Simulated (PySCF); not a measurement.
Species: C₅H₄F₂.
Bonds: F1–C2, C2–F3, C2–C4, C4–C5 (double), C5–C6, C6–C7 (double), C5–C7. Hydrogens: H8 on C2; H9 on C4; H10 on C6; H11 on C7.

Method: PBE0-D3(BJ)/def2-SVP geometry optimisation, gas phase in PySCF.

**Question.** What internal coordinates does the optimisation give?

**Answer.** 
```csv
bond,length (bohr)
"F1–C2, C2–F3",2.572
C2–C4,2.794
C4=C5,2.522
C5–C6,2.706
C6=C7,2.499
C5–C7,2.712
C2–H8,2.089
C4–H9,2.065
C6–H10,2.056
C7–H11,2.056
```

Bonds in one row agree within 0.02 bohr and their mean is given. A selection of angles:
```csv
angle,degrees
F1–C2–F3,105.7
F1–C2–C4,111.2
F1–C2–H8,108.0
C4–C2–H8,112.2
C2–C4–C5,121.9
C2–C4–H9,117.3
C5–C4–H9,120.8
C4–C5–C6,152.6
C4–C5–C7,152.5
C6–C5–C7,54.9
C5–C6–C7,62.7
C5–C6–H10,149.0
C7–C6–H10,148.4
C6–C7–H11,148.2
C5–C7–C6,62.4
C5–C7–H11,149.4
```

Torsions: F1–C2–C4–C5 126° (anticlinal); C2–C4–C5–C6 179° (antiperiplanar); C4–C5–C6–C7 180° (antiperiplanar); C4–C5–C7–C6 180° (antiperiplanar). The mirror-image conformer, all signs reversed, is as good.

The 5 C–C bonds span 1.322 Å (C6=C7, drawn double) to 1.478 Å (C2–C4, drawn single), a spread of 0.156 Å. The 3-membered ring C5–C6–C7 has internal angles of 54.9° to 62.7°.

Point group: near Cs, missed by 0.15 Å at most; the miss may be what the optimiser left on a soft mode. Stationary, but not proved a minimum. One conformer, not necessarily the lowest.

The run took 38 s on one thread, Arm Neoverse V1 (aarch64), shared host, and the process peaked at 0.49 GiB of memory. That covers the optimisation of the geometry.
